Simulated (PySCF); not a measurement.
Cl₂Sr, triplet, at a GFN2-xTB geometry (such geometries of metal compounds can be far from the true shape) (a higher spin typed on purpose: for a closed-shell molecule this is an excited state) (core potentials on Sr), with bond 3-1 at 2.0 times its length; HF/def2-SVP in PySCF.

Here is a job for PySCF.
```python
from pyscf import gto, scf

mol = gto.M(
    atom='''
Sr    0.50354995   -0.98029751    0.16357802
Cl    0.31464289    1.39392006   -1.09624314
Cl   -3.38400021    2.57496391    1.29761830
''',
    basis='def2-svp',
    ecp={'Sr': 'def2-svp'},
    spin=2,
    verbose=4,
)

mf = scf.UHF(mol)
mf.init_guess = 'mod_huckel'
mf.kernel()
```

It wrote (shortened):

```
PySCF version 2.14.0

[INPUT] verbose = 4
[INPUT] num. atoms = 3
[INPUT] num. electrons = 44
[INPUT] charge = 0
[INPUT] spin (= nelec alpha-beta = 2S) = 2
[INPUT] symmetry False subgroup None
[INPUT] Mole.unit = angstrom
[INPUT] Symbol           X                Y                Z      unit          X                Y                Z       unit  Magmom
[INPUT]  1 Sr     0.503549950000  -0.980297510000   0.163578020000 AA    0.951571495538  -1.852493814493   0.309117657799 Bohr   0.0
[INPUT]  2 Cl     0.314642890000   1.393920060000  -1.096243140000 AA    0.594588889142   2.634127152937  -2.071599300533 Bohr   0.0
[INPUT]  3 Cl    -3.384000210000   2.574963910000   1.297618300000 AA   -6.394833602371   4.865976570539   2.452143201224 Bohr   0.0

nuclear repulsion = 83.6101390397428
number of shells = 25
number of NR pGTOs = 121
number of NR cGTOs = 59
basis = def2-svp
ecp = {'Sr': 'def2-svp'}

******** <class 'pyscf.scf.uhf.UHF'> ********
method = UHF
initial guess = mod_huckel
damping factor = 0
level_shift factor = 0
DIIS = <class 'pyscf.scf.diis.CDIIS'>
diis_start_cycle = 1
diis_space = 8
diis_damp = 0
SCF conv_tol = 1e-09
SCF conv_tol_grad = None
SCF max_cycles = 50
direct_scf = True
direct_scf_tol = 1e-13
number electrons alpha = 23  beta = 21
Set gradient conv threshold to 3.16228e-05
Initial guess from on-the-fly Huckel, doi:10.1021/acs.jctc.8b01089,
employing the updated GWH rule from doi:10.1021/ja00480a005.
Spherically averaged atomic HF for {'Sr', 'Cl'}

******** <class 'pyscf.scf.atom_hf.AtomSphAverageRHF'> ********
method = AtomSphAverageRHF
initial guess = minao
damping factor = 0
level_shift factor = 0
DIIS = <class 'pyscf.scf.diis.CDIIS'>
diis_start_cycle = 1
diis_space = 8
diis_damp = 0
SCF conv_tol = 1e-09
SCF conv_tol_grad = None
SCF max_cycles = 50
direct_scf = True
direct_scf_tol = 1e-13
atom = Sr
Set gradient conv threshold to 3.16228e-05
Initial guess from minao.
init E= -19.2865189426018
cycle= 1 E= -29.9875274065352  delta_E= -10.7  |g|=    0  |ddm|= 7.83
cycle= 2 E= -30.3360388163427  delta_E= -0.349  |g|=    0  |ddm|= 7.14
cycle= 3 E= -30.3384313769362  delta_E= -0.00239  |g|=    0  |ddm|= 0.458
cycle= 4 E= -30.3387797498141  delta_E= -0.000348  |g|=    0  |ddm|= 0.237
cycle= 5 E= -30.3387820932497  delta_E= -2.34e-06  |g|=    0  |ddm|= 0.0206
cycle= 6 E= -30.3387820937186  delta_E= -4.69e-10  |g|=    0  |ddm|= 0.000121
Extra cycle  E= -30.3387820937193  delta_E= -7.11e-13  |g|=    0  |ddm|= 2e-06
Atomic HF for atom  Sr  converged. SCF energy = -30.3387820937193

******** <class 'pyscf.scf.atom_hf.AtomSphAverageRHF'> ********
method = AtomSphAverageRHF
initial guess = minao
damping factor = 0
level_shift factor = 0
DIIS = <class 'pyscf.scf.diis.CDIIS'>
diis_start_cycle = 1
diis_space = 8
diis_damp = 0
SCF conv_tol = 1e-09
SCF conv_tol_grad = None
SCF max_cycles = 50
direct_scf = True
direct_scf_tol = 1e-13
atom = Cl
Set gradient conv threshold to 3.16228e-05
Initial guess from minao.
init E= -459.076232193589
cycle= 1 E= -459.117036390558  delta_E= -0.0408  |g|=    0  |ddm|= 0.0448
cycle= 2 E= -459.117046106835  delta_E= -9.72e-06  |g|=    0  |ddm|= 0.0126
cycle= 3 E= -459.117046525591  delta_E= -4.19e-07  |g|=    0  |ddm|= 0.00136
cycle= 4 E= -459.117046534463  delta_E= -8.87e-09  |g|=    0  |ddm|= 0.000457
cycle= 5 E= -459.117046534584  delta_E= -1.21e-10  |g|=    0  |ddm|= 5.89e-05
Extra cycle  E= -459.117046534584  delta_E=    0  |g|=    0  |ddm|= 2.11e-07
Atomic HF for atom  Cl  converged. SCF energy = -459.117046534584

init E= -948.850665469253

cycle= 1 E= -948.99090857955  delta_E= -0.14  |g|= 0.399  |ddm|= 1.42
cycle= 2 E= -949.100919097992  delta_E= -0.11  |g|= 0.118  |ddm|= 0.811
cycle= 3 E= -949.111073316125  delta_E= -0.0102  |g|= 0.0357  |ddm|= 0.212
cycle= 4 E= -949.113970803516  delta_E= -0.0029  |g|= 0.0152  |ddm|= 0.143
cycle= 5 E= -949.114562645535  delta_E= -0.000592  |g|= 0.00611  |ddm|= 0.0698
cycle= 6 E= -949.114691389535  delta_E= -0.000129  |g|= 0.00213  |ddm|= 0.0326
cycle= 7 E= -949.114718331199  delta_E= -2.69e-05  |g|= 0.000903  |ddm|= 0.0145
cycle= 8 E= -949.114724641578  delta_E= -6.31e-06  |g|= 0.000436  |ddm|= 0.00693
cycle= 9 E= -949.114726485154  delta_E= -1.84e-06  |g|= 0.000166  |ddm|= 0.00465
cycle= 10 E= -949.114726703096  delta_E= -2.18e-07  |g|= 4.79e-05  |ddm|= 0.00181
cycle= 11 E= -949.114726715988  delta_E= -1.29e-08  |g|= 1.55e-05  |ddm|= 0.000429
cycle= 12 E= -949.114726717017  delta_E= -1.03e-09  |g|= 5.47e-06  |ddm|= 9.12e-05
cycle= 13 E= -949.114726717196  delta_E= -1.79e-10  |g|= 2.27e-06  |ddm|= 3.9e-05
Extra cycle  E= -949.114726717223  delta_E= -2.71e-11  |g|= 1.64e-06  |ddm|= 1.03e-05
converged SCF energy = -949.114726717223  <S^2> = 2.005976  2S+1 = 3.0039814
```
